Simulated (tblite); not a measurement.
Species: C₇H₁₅PS.
Structure used (GFN2-xTB), in Å, numbered top down from 1:
```
atom  x, y, z in Å
C1    -0.7941   -0.8918    1.9426
P2     0.1360   -0.3284    0.6323
C3     2.0073   -0.3938    0.3943
C4     2.6464    0.1736   -0.8665
C5    -0.2449    1.4484    0.3777
C6    -1.7447    1.6166    0.2169
S7    -2.3283    0.9059   -1.3524
C8    -1.9873   -0.8486   -1.0152
C9    -0.4969   -1.1115   -0.9016
H10   -0.6815   -1.9694    2.0620
H11   -0.5241   -0.3707    2.8610
H12    2.4106    0.1096    1.2819
H13    2.2566   -1.4571    0.4990
H14    2.2887   -0.3385   -1.7558
H15    2.4426    1.2361   -0.9694
H16    3.7261    0.0422   -0.8147
H17    0.2772    1.8254   -0.5050
H18    0.1048    1.9979    1.2579
H19   -2.0261    2.6692    0.1807
H20   -2.2767    1.1183    1.0288
H21   -2.4264   -1.3947   -1.8502
H22   -2.4966   -1.1166   -0.0883
H23   -0.3076   -2.1878   -0.8341
H24    0.0270   -0.7145   -1.7744
```

All values are computed: GFN2-xTB (tblite) harmonic vibrations without scaling, gas phase. The method is semi-empirical: single wavenumbers can be off by several per cent or more. One conformer, not necessarily the lowest. The optimisation stopped once no atom felt more than 0.01 eV/Å.

Lowest wavenumbers of the output (negative numbers stand for imaginary wavenumbers):
```
mode    cm-1
  1     -24.6
  2      83.8
  3     158.8
  4     173.4
  5     178.3
  6     217.8
  7     219.9
  8     266.6
  9     275.1
 10     285.2
```

**Question.** Is this structure a minimum?

**Answer.** Not by this Hessian. 1 mode is imaginary beyond 20i (25i cm⁻¹), so at this level the point lies at or near a first-order saddle. The curvature is small, so loose convergence or finite differences may be the whole cause.

**Question.** Which atoms move in the imaginary mode?

**Answer.** 25i: C4 (methyl carbon) 23 %, H15 (methyl hydrogen) 20 %, H14 (methyl hydrogen) 20 %. These are shares of the mass-weighted motion.

**Question.** What is the remedy?

**Answer.** Step along that mode in both directions, optimise again with tighter thresholds and repeat the frequencies. The zero-point energy of this point (125.6 kcal/mol) counts the 65 real modes alone, and thermal corrections from it aren't those of a minimum.

Hardware: one thread of an Arm Neoverse V1 (shared host). Cost: 1.3 s. The figure is for the frequency step alone.
